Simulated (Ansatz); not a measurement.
Input file for Ansatz (a program for electronic structure): U-SVWN5/def2-TZVPP on Li2-, 2S+1 = 2, a spin state set in the input, which need not be the lowest, a point of a bond scan (R = 3.173 Å). Charge -1.

Ansatz 0.2 input:
```yaml
crystal:
  periodic: [false, false, false]
  atoms:
    - {symbol: Li, position_ang: [0.00000000, 0.00000000, 0.00000000]}
    - {symbol: Li, position_ang: [0.00000000, 0.00000000, 3.17331700]}
basis:
  gaussian:
    orbitals: def2-TZVPP
    pivot_positions_ang: [[0.00000000, 0.00000000, 0.00000000], [0.00000000, 0.00000000, 3.17331700]]
hamiltonian:
  xc: {name: SVWN5}
total_charge: -1
magnetization: {spin_polarized: true, initial_magnetization: 1}
output: {forces: true, orbitals: {seedname: ./end}}
```

Output:

```
WARN ansatz: RAYON_NUM_THREADS=1 ignored (pool sized by the plan → 1); use --threads N
Functional definition: SVWN5
integrals: 0.01 GiB planned
290 factors; their error is unknown
mean field: 0.07 GiB planned
mean field evaluation 1: about -400.9818 eV, gradient 2.1e0 eV
mean field evaluation 2: about -401.0100 eV, gradient 7.2e-1 eV
mean field evaluation 4: about -401.0197 eV, gradient 7.2e-2 eV
mean field evaluation 8: about -401.0186 eV, gradient 2.6e-3 eV
mean field evaluation 16: about -399.6216 eV, gradient 2.6e0 eV
mean field evaluation 32: about -399.8694 eV, gradient 9.6e-5 eV
mean field evaluation 64: about -400.3345 eV, gradient 1.2e0 eV
mean field -401.01856469 eV, -14.7371604321 hartree, gradient 1.1e-5 eV, S^2 0.775607; 12 other end points of the search recorded, 0 dependent functions left out
the calculation of the forces begins
reference -401.01859146 eV, -14.7371614161 hartree; 4, 3 occupied and 34, 35 virtual orbitals, 290 factors
Total energy: -401.01859146 eV, -14.7371614161 hartree
Atom 0 at     0.000000     0.000000     0.000000 Å, force    -0.000000     0.000000     0.045573 eV/Å
Atom 1 at     0.000000     0.000000     3.173317 Å, force     0.000000    -0.000000    -0.045573 eV/Å
Dipole moment:    -0.000000     0.000000     0.000000 e Å
```

The calculation finished and met its thresholds.

Cost: around 1.5 core-seconds (rough).
